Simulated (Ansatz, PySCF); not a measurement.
Gas-phase reaction (SMILES): [Cl][Al]([Br])[Br] + [H][H] (H2) -> [Br][AlH][Br] + Cl (HCl); hydrogen cleaves one Al-Cl bond, a model of a ligand-exchange step.

Geometries: B3LYP-D3(BJ)/def2-TZVP minima from Ansatz (a first-principles code). Valence correlation only, unless marked. Spin-orbit coupling is left out. The frozen core is the preceding noble-gas configuration, with the filled d and f shells of earlier blocks. Non-relativistic. CBS marks a two-point X^-3 extrapolation of the correlation energy; Hartree-Fock from the larger set. Thermal terms are rigid-rotor harmonic-oscillator values from B3LYP-D3(BJ) frequencies (Ansatz or PySCF) at 298.15 K and 1 atm. 1 Eh = 627.5095 kcal/mol.

```tsv
species	E, CCSD(T)/CBS(def2-TZVPPD,def2-QZVPPD) (Ansatz) (Eh)	E, r2SCAN-D4/def2-TZVPD (Ansatz + dftd4) (Eh)	H - E (Eh)
[Cl][Al]([Br])[Br]	-5847.36549	-5851.09438	0.01065
[H][H] (H2)	-1.17452	-1.17100	0.01336
[Br][AlH][Br]	-5388.10871	-5391.42592	0.01468
Cl (HCl)	-460.37886	-460.78611	0.01000
```

Work out ΔE and ΔH at 298.15 K at the first level, then ΔH at the second.


1. ΔE = [(-5388.10871) + (-460.37886)] - [(-5847.36549) + (-1.17452)] = 0.05244 Eh = 32.9 kcal/mol at CCSD(T)/CBS(def2-TZVPPD,def2-QZVPPD).
2. The terms H - E add up to 0.00067 Eh, so ΔH = (0.05244 + (0.00067))×627.5095 = 33.3 kcal/mol.
3. At r2SCAN-D4/def2-TZVPD the same steps give ΔE = 33.5 and ΔH = 33.9 kcal/mol, a shift of +0.6 from the first level.
4. These values are not checked against measurement here, since the tables used lack a sound gas-phase enthalpy of formation for at least one species.
